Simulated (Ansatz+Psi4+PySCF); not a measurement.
```xyz
2

Be    0.0000    0.0000   -0.0077
S     0.0000    0.0000    2.0957
```

Basis set: cc-pCVTZ on Be; cc-pV(T+d)Z on S (spherical functions). Frozen core: 5 orbitals. Charge 0, multiplicity 1.

Computed with Ansatz (development build ahead of 0.2.0) and Psi4 1.11; each method stands on the lowest determinant of its kind that the runs found. Restricted open shells among the atoms or ions are ROHF, correlated in semicanonical orbitals with singles.

Question: Give the vertical ionization energy (product with multiplicity 2 at the same shape, open shells in the same class of orbitals) of singlet BeS by RHF-MP2, RHF.

Answer:

```json
{"method": "RHF-MP2", "ionization energy": "8.58 eV"}
{"method": "RHF", "ionization energy": "7.16 eV"}
```

Caution: stretched shape with no unrestricted run beside it, a lower state can exist; unrestricted orbitals would lower the determinant. Caution for RHF-MP2: bonds are stretched, where a single reference can fail.
